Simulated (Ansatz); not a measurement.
`C[BH-](C)[SeH2+]`. Charge 0, multiplicity 1.

```xyz
13

C     0.539    0.255    1.514
B    -0.492    0.025    0.317
C    -0.408    0.997   -0.942
Se    0.109   -2.042   -0.439
H     0.525   -0.520    2.286
H     1.575    0.389    1.184
H     0.255    1.189    2.015
H    -1.607   -0.325    0.648
H     0.610    1.126   -1.327
H    -1.053    0.713   -1.779
H    -0.743    1.991   -0.620
H    -0.657   -2.075   -1.693
H     1.348   -1.722   -1.165
```

Task: What are the harmonic wavenumbers in cm⁻¹ at PBE0-D4/def2-TZVP (Ansatz, finite differences of forces, unscaled)? (An estimate is asked.)

Result: Ansatz gave: 117, 145, 179, 204, 216, 269, 302, 454, 469, 754, 761, 777, 860, 989, 1015, 1045, 1058, 1172, 1325, 1326, 1457, 1459, 1468, 1476, 2427, 2448, 2474, 3017, 3020, 3077, 3082, 3098, 3099.

Task: Is this a minimum?

Result: Yes, all 33 modes are real.

Task: Give the ideal-gas thermochemistry at 298.15 K and 1 bar (rigid rotor, harmonic oscillator; point group C1, symmetry number 1).

Result: Zero-point energy 269.4 kJ/mol; H(298) − E = 292.3 kJ/mol; entropy 357.0 J/(mol·K), of which translation 168.9, rotation 111.9, vibration 76.2; G(298) − E = 185.9 kJ/mol.

Task: And at 400, 500, 600, 800 and 1000 K?

Result: 
```json
{"T (K)": "400", "H − E (kJ/mol)": "305.6", "S (J/mol/K)": "395.2", "G − E (kJ/mol)": "147.5"}
{"T (K)": "500", "H − E (kJ/mol)": "320.9", "S (J/mol/K)": "429.2", "G − E (kJ/mol)": "106.3"}
{"T (K)": "600", "H − E (kJ/mol)": "338.0", "S (J/mol/K)": "460.4", "G − E (kJ/mol)": "61.8"}
{"T (K)": "800", "H − E (kJ/mol)": "376.9", "S (J/mol/K)": "516.1", "G − E (kJ/mol)": "-36.0"}
{"T (K)": "1000", "H − E (kJ/mol)": "420.7", "S (J/mol/K)": "564.9", "G − E (kJ/mol)": "-144.2"}
```
